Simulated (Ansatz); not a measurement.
Reactions of H$_{4}$OSi$_{2}$ (`[SiH]O[SiH3]`).

Gas-phase electronic energies from Ansatz, PBE0-D4/def2-TZVP geometries. CBS: MP2 limit from def2 TZ/QZ plus the TZ coupled-cluster correction, frozen cores. This one scheme is used for every species. Functionals use def2-TZVPP. B3LYP here is the variant with VWN-RPA as its local correlation; programs differ in this. Each species was taken in one conformer, which may not be the lowest.

```csv
reaction,CCSD(T)/CBS(def2) (eV)
`[SiH]O[SiH3]` + `O[Si](F)(Cl)O[SiH3]` → `F[Si](Cl)(O[SiH3])O[SiH3]` + `O[SiH]`,-0.14
`[SiH]O[SiH3]` → `O[SiH]` + `[SiH2]`,3.41
`[SiH]O[SiH3]` + `[SiH3]N[SiH3]` → `[SiH]N([SiH3])[SiH3]` + `O[SiH3]`,0.26
`[SiH]O[SiH3]` + H₂ → `[SiH2]` + `O[SiH3]`,?
```

Task: Fill in the missing values. (An estimate is asked.)

Result: Ansatz gave: `[SiH]O[SiH3]` + H₂ → `[SiH2]` + `O[SiH3]`: +1.33 eV.

Largest T1 diagnostic: 0.016, for `O[SiH]`.
